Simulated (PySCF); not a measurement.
SMILES [CH2]CCCCC(C)=O (C7H13O), doublet, GFN2-xTB optimised geometry.

```
21

C      1.59    -1.98     0.00
C      0.84    -0.71     0.00
C     -0.63    -0.88     0.39
C     -1.44     0.40     0.27
C     -1.05     1.46     1.31
C     -1.91     2.70     1.21
C     -1.75     3.65     2.38
O     -2.66     2.92     0.30
H      1.07    -2.92    -0.09
H      2.66    -1.98     0.00
H      0.88    -0.25    -1.00
H      1.34     0.00     0.67
H     -1.07    -1.64    -0.27
H     -0.69    -1.26     1.41
H     -1.32     0.83    -0.73
H     -2.50     0.17     0.40
H     -0.02     1.77     1.16
H     -1.13     1.05     2.32
H     -2.17     4.62     2.13
H     -2.29     3.24     3.23
H     -0.71     3.75     2.65
```

Density from unrestricted PBE0/def2-SVP run with PySCF at that geometry.

Minimum of the electron density along straight lines between bonded atoms, close to the bond critical point (lines longer than 1.1 times the sum of covalent radii, or with two minima, are not listed):

| bond | length / Å | ρ at the minimum / e bohr⁻³ | ∇²ρ there / e bohr⁻⁵ | position (fraction from the first atom) |
|---|---|---|---|---|
| C1–C2 | 1.472 | 0.266 | -0.63 | 0.51 |
| C2–C3 | 1.530 | 0.242 | -0.55 | 0.50 |
| C3–C4 | 1.527 | 0.244 | -0.55 | 0.50 |
| C4–C5 | 1.527 | 0.243 | -0.55 | 0.49 |
| C5–C6 | 1.514 | 0.257 | -0.61 | 0.49 |
| C6–C7 | 1.511 | 0.257 | -0.61 | 0.51 |
| C6–O8 | 1.204 | ? | 0.49 | 0.33 |
| C1–H9 | 1.072 | 0.284 | -1.08 | 0.63 |
| C1–H10 | 1.072 | 0.284 | -1.08 | 0.63 |
| C2–H11 | 1.104 | 0.266 | -0.92 | 0.62 |
| C2–H12 | 1.096 | 0.272 | -0.96 | 0.62 |
| C3–H13 | 1.092 | 0.276 | -1.00 | 0.62 |
| C3–H14 | 1.093 | 0.275 | -0.99 | 0.62 |
| C4–H15 | 1.092 | 0.277 | -1.01 | 0.63 |
| C4–H16 | 1.092 | 0.277 | -1.01 | 0.62 |
| C5–H17 | 1.093 | 0.272 | -0.97 | 0.62 |
| C5–H18 | 1.092 | 0.273 | -0.98 | 0.62 |
| C7–H19 | 1.087 | 0.277 | -1.03 | 0.63 |
| C7–H20 | 1.089 | 0.272 | -0.98 | 0.63 |
| C7–H21 | 1.087 | 0.275 | -1.00 | 0.63 |

Complete the blanks.


- C6–O8, ρ at the minimum / e bohr⁻³: 0.414
